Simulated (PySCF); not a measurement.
A structure optimised at GFN2-xTB (Å):
```
atom  x, y, z in Å
Cl1    1.904   -0.325    1.665
C2     1.457   -0.019   -0.047
C3     0.641   -1.191   -0.578
C4    -0.725   -1.272    0.097
C5    -1.484    0.041   -0.071
C6    -0.678    1.191    0.524
C7     0.689    1.292   -0.148
H8     2.411    0.055   -0.578
H9     1.191   -2.122   -0.425
H10    0.511   -1.047   -1.653
H11   -0.589   -1.477    1.160
H12   -1.297   -2.095   -0.335
H13   -2.454   -0.026    0.425
H14   -1.661    0.228   -1.133
H15   -0.540    1.022    1.593
H16   -1.215    2.133    0.398
H17    1.271    2.097    0.304
H18    0.560    1.522   -1.209
```

Charge 0, singlet.

**Question.** Read off the bonds between heavy atoms and their formal orders.

**Answer.** Cl1–C2 1.80 Å (single); C2–C3 1.52 Å (single); C3–C4 1.53 Å (single); C4–C5 1.53 Å (single); C5–C6 1.53 Å (single); C6–C7 1.53 Å (single); C2–C7 1.52 Å (single). Bonds to hydrogen (Å): C2–H8 1.09; C3–H9 1.09; C3–H10 1.09; C4–H11 1.09; C4–H12 1.09; C5–H13 1.09; C5–H14 1.09; C6–H15 1.09; C6–H16 1.09; C7–H17 1.09; C7–H18 1.09.

**Question.** Write the SMILES.

**Answer.** `ClC1CCCCC1`, C6H11Cl.

**Question.** What is the point group of this geometry?

**Answer.** Cs (every atom within 0.08 Å of its image).

**Question.** Which rings does it hold (smallest set)?

**Answer.** C2–C3–C4–C5–C6–C7 (6 members, 0.23 Å rms from planarity).

**Question.** Classify the heavy atoms.

**Answer.** Cl1: alkyl chlorine; C2: sp3 C–Cl carbon; C3/C7: ring CH2 carbon; C4/C6: ring CH2 carbon; C5: ring CH2 carbon.

**Question.** What is the arrangement about C2?

**Answer.** It has 4 neighbours (Cl1, C3, C7, H8) and is distorted tetrahedral (angles from 104.9° to 111.7°).

**Question.** What is the arrangement about C4?

**Answer.** It has 4 neighbours (C3, C5, H11, H12) and is tetrahedral (angles from 108.1° to 110.6°).

The numbers are calculated, not measured.
